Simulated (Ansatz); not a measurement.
Wavefunction ladder for `[CH3][Ti]([NH2])([NH2])[NH2]`

Z-matrix (Å, degrees):
```
C
Ti 1 2.087
H 1 1.095 2 110.6
H 1 1.095 2 110.6 3 120.0
H 1 1.095 2 110.6 3 -120.0
N 2 1.886 1 108.0 3 51.3
N 2 1.886 1 108.0 3 171.3
N 2 1.885 1 108.0 3 -68.7
H 6 1.012 2 122.8 1 -51.2
H 6 1.009 2 127.2 1 124.0
H 7 1.012 2 122.8 1 -51.2
H 7 1.009 2 127.2 1 124.0
H 8 1.012 2 122.8 1 -51.2
H 8 1.009 2 127.2 1 123.9
```

Total charge 0; spin multiplicity 1. Correlated methods include outer-core shells of Ti, which these sets cover unevenly. Scalar relativity is left out up to krypton. The geometry is a stationary point of PBE0-D4/def2-TZVP. It is one conformer, not always the lowest. Frozen core, restricted reference, Ansatz.

```
     basis      HF (Eh)  MP2 corr.
  def2-SVP  -1054.64829   -0.98218
def2-TZVPP  -1055.02435   -1.27689
def2-QZVPP  -1055.04989   -1.37050
```

Problem. Estimate the CCSD correlation energy and the (T) correction in each basis where they were run (hartree).

Solution. 
```tsv
basis	CCSD corr.	(T)
def2-SVP	-1.02556	-0.04291
```
